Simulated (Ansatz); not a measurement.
Wavefunction ladder for `C=C[O][InH2]`

| atom | x (Å) | y (Å) | z (Å) |
| --- | --- | --- | --- |
| C1 | -1.242 | -0.886 | 0.084 |
| C2 | -0.048 | -0.939 | 0.675 |
| O3 | 0.818 | 0.060 | 0.836 |
| In4 | 1.136 | 1.505 | -0.533 |
| H5 | -1.637 | 0.034 | -0.337 |
| H6 | -1.859 | -1.773 | 0.024 |
| H7 | 0.296 | -1.879 | 1.112 |
| H8 | 1.960 | 2.786 | 0.226 |
| H9 | 0.575 | 1.093 | -2.086 |

The species carries charge 0 and has multiplicity 1. Correlated methods include outer-core shells of In, which these sets cover unevenly. In takes the def2 core potential. The structure was optimised at the PBE0-D4/def2-TZVP level. It is one conformer, not always the lowest. Frozen core, restricted reference, the Gaussian-basis code of Ansatz.

```
     basis     HF (Eh)  MP2 corr.  CCSD corr.       (T)  CCSD(T) total
  def2-SVP  -342.55554   -0.54279    -0.58181  -0.01910     -343.15645
def2-TZVPP  -342.74528   -0.85335    -0.87352  -0.03401     -343.65281
def2-QZVPP  -342.75430   -1.08177    -1.07161  -0.04101     -343.86692
```
